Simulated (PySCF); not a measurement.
**MO for M along group 15**

CCSD(T) with triple-zeta basis sets in PySCF, for the lowest determinant that a PBE0 search found; no spin–orbit coupling. De refers to high-spin ground-configuration atoms.

```csv
M,basis,"reference, frozen orbitals",state (unpaired electrons),Re (Å),ωe (cm⁻¹),De (eV)
P,def2-TZVPP,"UHF, 6",doublet (π ↑),1.488,1224,5.75
Sb,def2-TZVPP,"UHF, 5",doublet (π ↑),1.829,819,3.85
```

**Question.** The row for M = As is missing. Estimate Re, ωe and De as the mean of the rows for P and Sb, and compare with the calculation.

**Answer.** The means are 1.659 Å, 1022 cm⁻¹ and 4.80 eV. UHF-CCSD(T) in def2-TZVPP gives AsO as a doublet (π ↑) with Re = 1.633 Å, ωe = 966 cm⁻¹, De = 4.61 eV, so the estimate is off by +2.5 pm, +6 % and +0.19 eV.

Correlated steps freeze the inner cores (5 to 10 orbitals); shallow outer-core shells are correlated. These are scalar-relativistic numbers at best; spin–orbit coupling would shift them, the dissociation energy most. States were picked by a PBE0 search and need not be the measured ground states.
